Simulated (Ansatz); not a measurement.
Calculated with Ansatz (gas phase, PBE0-D4/def2-TZVP geometries, no zero-point term in ΔE). CCSD(T)/CBS is the MP2 limit (def2-TZVPP, def2-QZVPP) plus CCSD(T) − MP2 in def2-TZVPP, frozen cores. This one scheme is used for every species. DFT in def2-TZVPP. Elements past krypton have def2 core potentials. For In outer-core shells are correlated without core-valence functions, which leaves a few kJ/mol of doubt a bond. One conformer a species, not always the lowest.

Consider the formal exchange of groups at the In–N bond: `C[N](C)[In]([NH2])[NH2]` + CH₄ → `[CH3][In]([NH2])[NH2]` + dimethylamine.

| level | ΔE (kJ/mol) | difference from CCSD(T)/CBS |
| --- | --- | --- |
| PBE-D4 | 17.3 | -6.0 |
| r2SCAN-D4 | 18.9 | -4.4 |
| B97M-V | 21.5 | -1.8 |
| r2SCAN0-D4 | 15.5 | -7.8 |
| ωB97X-V | 17.5 | -5.8 |
| B2PLYP | 17.5 | -5.8 |
| PBE | 11.7 | -11.6 |
| BLYP | 12.7 | -10.6 |
| r2SCANh | 15.5 | -7.8 |
| BHLYP | 11.1 | -12.2 |
| LC-ωPBE | 12.0 | -11.3 |
| CCSD/def2-SVP | 27.2 | 3.9 |
| HF/def2-TZVPP | 10.0 | -13.3 |
| MP2/def2-TZVPP | 23.5 | 0.2 |
| CCSD(T)/def2-TZVPP | 21.2 | -2.1 |
| SCS-MP2/def2-QZVPP | 23.3 | 0.0 |
| CCSD(T)/CBS | 23.3 | 0 |

Largest T1 diagnostic among the species: 0.014.

From r2SCAN to r2SCAN0 (25 % exact exchange), in def2-TZVPP and without D4, ΔE moves by −3.8 kJ/mol. Leaving LDA and LC-ωPBE aside and taking each functional with its dispersion term where it has one, the values, not all of them listed here, spread over 8.5 kJ/mol, from HSE06-D4 to BLYP-D4. LDA lies +3.4 kJ/mol from PBE without D4.
